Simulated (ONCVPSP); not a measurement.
# What one change does to a pseudopotential (oxygen, ONCV)

- Element: oxygen
- Generator: ONCVPSP 4.0.1
- Type: optimised norm-conserving Vanderbilt (ONCV)
- Functional: PBE
- Relativity: scalar-relativistic
- Frozen core: [He]
- Valence charge: 6
- Reference configuration: 2s2 2p2.5 (charge +1.5)
- Partial waves: 2s: rc 0.95 bohr, ncon 4, nbas 8, qcut 5.9 1/bohr, 3 projectors, debl 2.1 Ha; 2p: rc 1.50 bohr, ncon 4, nbas 9, qcut 8.4 1/bohr, 2 projectors, debl 2.1 Ha
- Local potential: polynomial inside 0.65 bohr (lpopt 5, dvloc0 4 Ha)
- Core correction: Teter function, fcfact 4, rcfact 1.3

Change: s: qcut 8.

Cutoffs: the cutoffs (Ha) at which the residual kinetic energy of the hardest occupied pseudo-wave falls to 1 and 0.1 mHa per electron; they do not see the model core or the augmentation charge, which bear on the density cutoff. Errors are all-electron minus pseudo energies relative to the spin-unpolarised reference configuration.

Task: How do hardness, ghosts and transferability respond?

Result: The potential gets softer (158 Ha and 197 Ha → 34 Ha and 168 Ha); the bound ghost in s disappears; the errors of the 4 common tests hardly move.

| quantity | base | changed |
| --- | --- | --- |
| cutoff, loose | 158 Ha | 34 Ha |
| cutoff, tight | 197 Ha | 168 Ha |
| loose cutoff by channel | s 158 Ha, p 27 Ha | s 34 Ha, p 27 Ha |
| bound ghosts | s | none |
| GHOST(+) flags under 300 eV | none | none |
| error for 2s2 2p4, meV [ΔE -30.87 eV] | +116 | +112 |
| error for 2s2 2p3, meV [ΔE -14.44 eV] | +24 | +23 |
| error for 2s2 2p2, meV [ΔE 19.14 eV] | +36 | +35 |
| error for 2s2 2p1, meV [ΔE 73.01 eV] | +506 | +484 |
| s: phases at 0.96 bohr within 0.05 rad from the reference energy up to (Ha; the scan ends near 5) | to the end of the scan | to the end of the scan |
| p: phases at 1.52 bohr within 0.05 rad from the reference energy up to (Ha; the scan ends near 5) | to the end of the scan | to the end of the scan |
| rms error of d²Exc/dni dnj with the model core, mHa | 3.32 | 3.20 |

 A true bound ghost makes a file unfit for plane-wave use even where its test errors are small: the radial tests pick states by their node count and pass the ghost by.
